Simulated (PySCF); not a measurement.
**[Cr(OH)6]-: bond length as a parameter**

The complex [Cr(OH)6]- (charge -1) contains Cr(V), shell d1. The structure is a model geometry with rigid ligands and bond lengths from ionic radii, not a minimum; coordination octahedral, point group S6, metal–donor distances 1.82 Å.

The d shell alone is too small an active space for [Cr(OH)6]- (an active orbital has only 0.62 squared overlap with the free ion's shell): its levels, fitted parameters, g values and moments show what this model gives and aren't sound predictions.

```
13

Cr    0.000    0.000    0.000
O     0.000    0.000    1.820
H     0.800    0.000    2.360
O     0.000    0.000   -1.820
H    -0.800    0.000   -2.360
O     1.820    0.000    0.000
H     2.360    0.800    0.000
O    -1.820    0.000    0.000
H    -2.360   -0.800    0.000
O     0.000    1.820    0.000
H     0.000    2.360    0.800
O     0.000   -1.820    0.000
H     0.000   -2.360   -0.800
```

Method (PySCF 2.14, density fitting): CASSCF(1,5) with orbitals averaged over all microstates of the shell, strongly contracted NEVPT2 on the averaged canonical orbitals; basis x2c-TZVPall on the metal, x2c-SVPall elsewhere; spin-free X2C; gas phase; spin-orbit coupling by state interaction with the mean-field operator over all roots.

All metal–ligand distances are scaled together.

```
bond length  group           ground  next state (NEVPT2) / cm⁻¹  orbital energies above the lowest (NEVPT2 fit) / cm⁻¹  μeff(300 K) / μB
    1.674 Å     S6  2Eg (from 2T2g)         2Ag (from 2T2g) 647                                    0 0 647 42085 42085              1.58
    1.729 Å     S6  2Eg (from 2T2g)         2Ag (from 2T2g) 698                                    0 0 698 38058 38058              1.58
    1.784 Å     S6  2Eg (from 2T2g)         2Ag (from 2T2g) 760                                    0 0 760 34644 34644              1.57
    1.820 Å     S6  2Eg (from 2T2g)         2Ag (from 2T2g) 806                                    0 0 806 32716 32716              1.57
    1.856 Å     S6  2Eg (from 2T2g)         2Ag (from 2T2g) 859                                    0 0 859 31054 31054              1.57
    1.911 Å     S6  2Eg (from 2T2g)         2Ag (from 2T2g) 954                                    0 0 954 29010 29010              1.57
    1.984 Å     S6  2Eg (from 2T2g)        2Ag (from 2T2g) 1099                                   0 0 1099 26891 26891              1.58
```

(1) With what power of the bond length does 10Dq, as fitted to the states, fall?

At 1.674 Å, 1.729 Å, 1.784 Å, 1.820 Å, 1.856 Å, 1.911 Å, 1.984 Å the ground state is orbitally degenerate, so the regular structure would distort there (Jahn–Teller).

The geometry is a model, and the complex may not exist in this form. Charge-transfer states lie outside this active space and may come lower than some of these levels. NEVPT2 lifts 2Eg from 29132 to 32716 cm⁻¹; on the d shell alone it tends to overshoot states that fill the eg-type orbitals. NEVPT2 on the d shell alone tends to put d–d bands too high for such charged or covalently bound ions.

Results:

(1) A log–log fit of these points gives 10Dq ∝ R^−2.7; a point-charge model has R^−5 (correlation -0.996).
